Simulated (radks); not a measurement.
Values are calculated unless marked as measured or tabulated.
Q: Radial electron density D(r) = 4 pi r^2 rho(r) of an atom or ion with 18 electrons. Code: a radial shooting solver on a logarithmic mesh with Libxc functionals. Model: scalar-relativistic Kohn-Sham, LDA (Slater exchange, Perdew-Zunger correlation), spin-polarised, spherical densities, finite nucleus; Fermi nuclear charge, rms radius of each element as measured or else 0.836 A^(1/3) + 0.57 fm.

```
   r/bohr * D(r) (the largest magnitude, 27.9, reaches the edge; | marks zero)
 0.005179 |   *
 0.005793 |    *
 0.006531 |     *
 0.007306 |      *
 0.008237 |        *
 0.009213 |         *
  0.01039 |            *
  0.01162 |              *
   0.0131 |                 *
  0.01465 |                    *
  0.01652 |                       *
  0.01848 |                           *
  0.02083 |                              *
   0.0233 |                                  *
  0.02628 |                                      *
  0.02963 |                                          *
  0.03314 |                                             *
  0.03736 |                                                *
  0.04179 |                                                  *
  0.04712 |                                                  *
   0.0527 |                                                  *
  0.05942 |                                                 *
  0.06646 |                                               *
  0.07494 |                                            *
  0.08382 |                                         *
   0.0945 |                                       *
   0.1057 |                                      *
   0.1192 |                                      *
   0.1333 |                                        *
   0.1503 |                                            *
   0.1681 |                                                *
   0.1895 |                                                    *
    0.212 |                                                      *
    0.239 |                                                      *
   0.2674 |                                                   *
   0.3015 |                                             *
   0.3399 |                                     *
   0.3802 |                             *
   0.4286 |                      *
   0.4794 |                 *
   0.5406 |              *
   0.6046 |              *
   0.6817 |                *
   0.7625 |                 *
   0.8597 |                  *
   0.9616 |                 *
    1.084 |              *
    1.213 |           *
    1.367 |       *
    1.529 |    *
    1.724 |  *
    1.929 |*
    2.175 |*
    2.432 *
    2.743 *
    3.068 *
    3.459 *
```

What is the nuclear charge?

A: Z = 22. The innermost maximum, from 1s, lies near gamma/Z bohr with gamma = sqrt(1 - (Z/c)^2) = 0.987, here 0.0449 bohr (found: 0.0483), and its height grows with Z. The density is that of the titanium ion Ti4+ in [Ar]; the configuration itself is not fixed sharply by these data, and Z only to about a unit. D(r) has 3 maxima, at r = 0.0483, 0.224, 0.853 bohr, and minima at 0.109, 0.567 bohr, inside which lie 2.14, 10.36 electrons.
